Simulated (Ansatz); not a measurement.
`CC(C)(C)[O][AlH2]`. Charge 0, multiplicity 1. The geometry is a stationary point of PBE0-D4/def2-TZVP.

```xyz
17

C    -0.342   -0.088   -1.791
C     0.045   -0.055   -0.320
C     0.370   -1.459    0.175
C     1.235    0.871   -0.105
O    -1.070    0.445    0.393
Al   -1.481    0.789    1.990
H     0.479   -0.466   -2.405
H    -0.600    0.916   -2.134
H    -1.211   -0.732   -1.936
H     0.644   -1.438    1.233
H     1.206   -1.889   -0.382
H    -0.497   -2.111    0.051
H     1.512    0.901    0.953
H     2.106    0.533   -0.673
H     0.987    1.884   -0.429
H    -2.937    1.355    2.214
H    -0.445    0.545    3.166
```

Problem. What is the dipole moment at B3LYP/def2-TZVPP? (Best estimate.)

Solution. The calculation gave: 1.16 D, with components (1.04, -0.42, -0.30) D in this frame, pointing from negative to positive charge.

Problem. And with PBE, r2SCAN, ωB97M-V? (Estimate.)

Solution. The calculation gave: PBE 1.17 D, r2SCAN 1.19 D, ωB97M-V 1.17 D.

Problem. Give the Mulliken charges with B3LYP, PBE, ωB97M-V in def2-TZVPP. (Estimate.)

Solution. Ansatz gave: 
| atom | B3LYP | PBE | ωB97M-V |
| --- | --- | --- | --- |
| C1 | -0.25 | -0.24 | -0.29 |
| C2 | 0.35 | 0.32 | 0.13 |
| C3 | -0.30 | -0.29 | -0.33 |
| C4 | -0.30 | -0.29 | -0.33 |
| O5 | -0.38 | -0.29 | -0.34 |
| Al6 | 0.45 | 0.34 | 0.40 |
| H7 | 0.07 | 0.06 | 0.09 |
| H8 | 0.08 | 0.08 | 0.11 |
| H9 | 0.08 | 0.08 | 0.11 |
| H10 | 0.09 | 0.09 | 0.11 |
| H11 | 0.08 | 0.07 | 0.11 |
| H12 | 0.09 | 0.08 | 0.12 |
| H13 | 0.09 | 0.09 | 0.11 |
| H14 | 0.08 | 0.07 | 0.11 |
| H15 | 0.09 | 0.08 | 0.12 |
| H16 | -0.14 | -0.11 | -0.10 |
| H17 | -0.15 | -0.13 | -0.12 |

B3LYP here is the variant with VWN-RPA as its local correlation; programs differ in this.
